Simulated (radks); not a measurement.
Results of a calculation; reference values are marked as such.
Charge is removed step by step from the 4s down level of Zn, starting from [Ar] 3d10 4s(up 1, down 1). Code: a radial shooting solver on a logarithmic mesh with Libxc functionals. Model: scalar-relativistic Kohn-Sham, PBEsol, spin-polarised, spherical densities, finite nucleus; Fermi nuclear charge, rms radius 3.9283 fm.

\begin{tabular}{lrrr}
removed (e) & E - E(0) (eV) & eigenvalue (eV) & E minus straight line (eV) \\ \hline
0 & 0.000 & -5.998 & 0.000 \\
0.1 & 0.634 & -6.693 & -0.322 \\
0.2 & 1.339 & -7.396 & -0.574 \\
0.3 & 2.114 & -8.106 & -0.755 \\
0.4 & 2.960 & -8.823 & -0.864 \\
0.5 & 3.878 & -9.544 & -0.902 \\
0.6 & 4.869 & -10.269 & -0.868 \\
0.7 & 5.932 & -10.998 & -0.761 \\
0.8 & 7.068 & -11.731 & -0.581 \\
0.9 & 8.278 & -12.467 & -0.327 \\
1 & 9.561 & -13.194 & 0.000 \\
\end{tabular}

Removing the whole electron costs 9.561 eV by Delta-SCF, against 5.998 eV from minus the eigenvalue at the starting occupation. Slater's transition state (half an electron removed) gives 9.544 eV. Integrating minus the eigenvalue over the occupation (Janak's theorem) gives 9.562 eV. In this scalar-relativistic scheme the density is built from large components alone, so the theorem holds only approximately. The mean slope of the eigenvalue, de/dn, is 7.20 eV per electron. Ionisation energy of Zn in the NIST Atomic Spectra Database: 9.394 eV (measured).
